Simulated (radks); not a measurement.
The numbers below are computed, except where a source is named.
Problem. The mean radii <r> (bohr) of the occupied orbitals of an atom or ion are listed with their occupations. Code: a radial shooting solver on a logarithmic mesh with Libxc functionals. Model: scalar-relativistic Kohn-Sham, r2SCAN, spin-polarised, spherical densities, finite nucleus; meta-GGA in the generalised Kohn-Sham scheme; Fermi nuclear charge, rms radius of each element as measured or else 0.836 A^(1/3) + 0.57 fm.

orbital  occ.     <r>
1s up       1  0.1201
1s down     1  0.1198
2s up       1  0.5803
2s down     1  0.5888
2p up       3  0.5337
2p down     1  0.5462

Name the element and its charge. Open shells, if any, are filled with parallel spins first.

Solution. Z = 13, aluminium, charge +5: Al5+ in [He] 2s2 2p4. The 1s radius gives Z: for a bare nucleus <r> = (2 gamma + 1)/(2Z) with gamma = sqrt(1 - (Z/c)^2), 0.115 bohr for Z = 13, and screening makes it slightly larger (0.1201 here). The occupations add up to 8, and the charge is Z minus that.
